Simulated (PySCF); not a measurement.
Worked example: dipole moment from atomic charges

Si(Cl)2(Br)(NH2) (BrCl2H2NSi), SMILES N[Si](Cl)(Cl)Br. Atoms are numbered in the order given.

```xyz
7

N     -0.9512     1.9418     0.0000
Si    -0.5104     0.2990     0.0000
Cl    -1.2839    -0.5718    -1.6965
Cl    -1.2839    -0.5718     1.6965
Br     1.6904    -0.0952     0.0000
H     -0.8532     2.4973    -0.8445
H     -0.8532     2.4973     0.8445
```
Charge 0, spin multiplicity 1.

Coordinates come from a B3LYP-D3(BJ)/def2-SVP optimisation. The structure was generated by enumeration, and PubChem lists no compound with its InChIKey, so it may never have been made. Other conformers were not sampled.

Charges (e) from PySCF with PBE0/def2-TZVP:

```csv
atom,IAO,ESP fit
N1,-0.864,-0.769
Si2,1.125,0.136
Cl3,-0.294,-0.033
Cl4,-0.294,-0.033
Br5,-0.258,-0.071
H6,0.293,0.385
H7,0.293,0.385
```

The dipole moment of the full density is 2.46 D.

### Question
What dipole moment does each set of point charges give, and which comes closer to that of the density?

### Answer

μ = Σ q r, and 1 e Å = 4.8032 D.
IAO: Σ q r = (0.066, 0.483, 0.000) e Å, |μ| = 2.34 D.
ESP fit: Σ q r = (-0.030, 0.515, 0.000) e Å, |μ| = 2.48 D.
ESP fit comes closer in size. Point charges leave out the atoms' own dipoles (lone pairs, polarised bonds); fits to the potential absorb them, partitions of the density don't.
